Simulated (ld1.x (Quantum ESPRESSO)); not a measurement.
**Pseudopotential generation for B (Z = 5): TM, BLYP, scalar-relativistic.**

B (Z = 5), norm-conserving Troullier–Martins (Kleinman–Bylander form), made with ld1.x (Quantum ESPRESSO) 7.5 (BLYP, scalar-relativistic). Core [He], reference 2s1 2p2. Waves: 2s (bound): rc 1.35 bohr; 2p (bound): rc 3.40 bohr; 3d channel at 0.35 Ry: rc 3.20 bohr. Local part: all-electron potential smoothed inside 1.15 bohr (lloc = -2). Core correction: a·sin(br)/r model core inside 1.30 bohr.

All-electron outer shells of the reference configuration (BLYP, scalar-relativistic, ld1.x):

```json
{"shell": "1s", "level (eV)": "-182.13", "outermost node (bohr)": "–", "outermost maximum (bohr)": "0.21"}
{"shell": "2s", "level (eV)": "-9.77", "outermost node (bohr)": "0.46", "outermost maximum (bohr)": "1.50"}
{"shell": "2p", "level (eV)": "-3.97", "outermost node (bohr)": "–", "outermost maximum (bohr)": "1.53"}
```

(1) Estimate the cutoffs (Ry, on a coarse ladder) from which the occupation-weighted sum of valence levels, in a spherical-Bessel basis at the reference potential, stays within 10 and 1 mRy of its value at 400 Ry.

(2) What does a ghost test show?

(3) Which valence shell sets the plane-wave cutoff?

(4) Tests: 2s2 2p1; 2s2 2p0; 2s1 2p0; 2s2 2p0.5; 2s0 2p3; 2s1 2p1; 2s2 2p1.3. Which has the largest error in its energy relative to the reference configuration, and how large is it?

## Answers

(1) 18 Ry and 45 Ry.

(2) No extra level below or beside the all-electron valence levels (s, p, d, f tested).

(3) 2s: its level needs 45 Ry to come within 1 mRy, against 12 Ry for 2p.

(4) 2s1 2p0, with +775 meV (all-electron minus pseudo) on +27.74 eV.
